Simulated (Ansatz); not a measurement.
CH6BNO (`NCBO`), relaxed with RKS PBE0-D4/def2-TZVP in Ansatz 0.2.0 from a PBE-D4/def2-SVP geometry. The force threshold is 0.005 eV/Å; the program also tests the step.

The species carries charge 0 and has multiplicity 1.

Start:

```xyz
10

N     0.320    1.477   -0.246
C    -0.613    0.368   -0.604
B    -0.204   -0.777    0.394
O     0.654   -1.755   -0.034
H     1.294    1.168   -0.369
H     0.225    1.712    0.753
H    -0.463    0.112   -1.673
H    -1.654    0.736   -0.498
H    -0.517   -0.719    1.580
H     0.957   -2.322    0.697
```

Question: By how much does the energy fall, and how many steps does the optimiser take? (Estimate.)

Answer: The calculation gave: 0.93 kcal/mol, in 9 steps.

Question: Which bonds change most? (An estimate is asked.)

Answer: Ansatz gave: B3–H9 from 1.228 to 1.208 Å; C2–H7 from 1.110 to 1.093 Å; N1–H6 from 1.030 to 1.014 Å; C2–H8 from 1.109 to 1.093 Å.

Question: Give the relaxed structure. (An estimate is asked.)

Answer: The calculation gave: 
```xyz
10

N     0.297    1.522   -0.260
C    -0.565    0.361   -0.580
B    -0.173   -0.790    0.408
O     0.590   -1.820   -0.038
H     1.274    1.274   -0.360
H     0.164    1.810    0.704
H    -0.407    0.098   -1.629
H    -1.607    0.681   -0.487
H    -0.439   -0.716    1.584
H     0.864   -2.420    0.659
```
